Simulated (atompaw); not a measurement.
# carbon (C): PAW (atompaw) pseudisation with LDA (PW92), scalar-relativistic reference atom.

atompaw 4.2.0.5 was run on this input:

```
C 6
LDA-PW scalarrelativistic loggrid 1500 logderivrange -3 5 201
2 2 0 0 0 0
2 1 1.5
0 0 0
c
v
v
1
2.90 2.35 2.75 2.30
y
0.05
n
y
4
n
custom rrkj gramschmidtortho sinc
2 -0.5 troulliermartins
1.20
1.20
2.90
2.90
PWSCFOUT
UPFDX 0.0125d0 UPFXMIN -7.d0 UPFZMESH 6.d0
END
```

Command:

```bash
atompaw < C.input > C.log
```

Output (summary file):

```
Completed calculations for C (AE)

 Exchange-correlation type: LDA, Perdew-Wang correlation

 Radial integration grid is logarithmic
 r0 =   1.2320561E-03 h =   7.3923368E-03   n =      1500 rmax =   8.0000000E+01

 Scalar relativistic calculation

 AEatom converged in  21 iterations
   nz     =   6.00
   delta  =       1.020649473714E-18

 All Electron Orbital energies:
  n  l      occupancy      energy
  1  0      2.0000000E+00 -2.0405694E+01
  2  0      2.0000000E+00 -1.4144307E+00
  2  1      1.5000000E+00 -7.9702349E-01

 Total energy
   Total                    :      -74.58522894159387

 ---
 Completed calculations for C (SC)

 Exchange-correlation type: LDA, Perdew-Wang correlation

 Radial integration grid is logarithmic
 r0 =   1.2320561E-03 h =   7.3923368E-03   n =      1500 rmax =   8.0000000E+01

 Scalar relativistic calculation

 SCatom converged in   1 iterations
   nz     =   6.00
   delta  =       1.672606738539E-17

 Valence Electron Orbital energies:
  n  l      occupancy      energy
   2  0      2.0000000E+00 -1.4144307E+00
   2  1      1.5000000E+00 -7.9702349E-01

 Total energy
   Total                    :      -74.58522894257955
   Valence                  :      -16.78093550490427

 PAW parameters:
       lmax =            1
         rc =    2.9149496982034768
        irc =         1052
   rc_shape =    2.3522533351134980
    rc_vloc =    2.7678857405486208
    rc_core =    2.3006345556935868
   Vloc: Norm-conserving Troullier-Martins with l= 2;e=  -5.0000E-01
   Projector type: RRKJ pseudization + Gram-Schmidt ortho.
   Sinc^2 compensation charge shape zeroed at   2.3523E+00

 Number of basis functions     4
 No.   n  nodes  l      Energy         Cp coeff         Occ
  1    2    1    0   -0.1414431E+01  0.1000000E+01  0.2000000E+01
  2  999    2    0    0.5000000E-01  0.1094141E+00  0.0000000E+00
  3    2    0    1   -0.7970235E+00  0.1000000E+01  0.1500000E+01
  4  999    1    1    0.4000000E+01 -0.1549672E+00  0.0000000E+00

 Eigenvalues of overlap operator (in the basis of projectors):
    1        1.55212816E+00
    2        2.37893071E+00
    3        3.54806870E+00
    4        4.81943141E+02

 Orbital leakage outside PAW augmentation regions
   orb  is_core?  %out_of_sphere
   1 0    T           0.00
   2 0    F           3.99
   2 1    F           8.12

 Summary of PAW energies
   Total valence energy     :    -16.78093590884391
   Smooth energy            :      1.13045456676921
   One center               :    -17.91139047561312
   Smooth kinetic           :      2.94846902624295
   Vloc energy              :     -0.85579864800453
   Smooth exch-corr         :     -1.85667682498310
   One-center xc            :     -7.30532938111011
```

The run took about 0.52 s on one core of a shared server CPU.
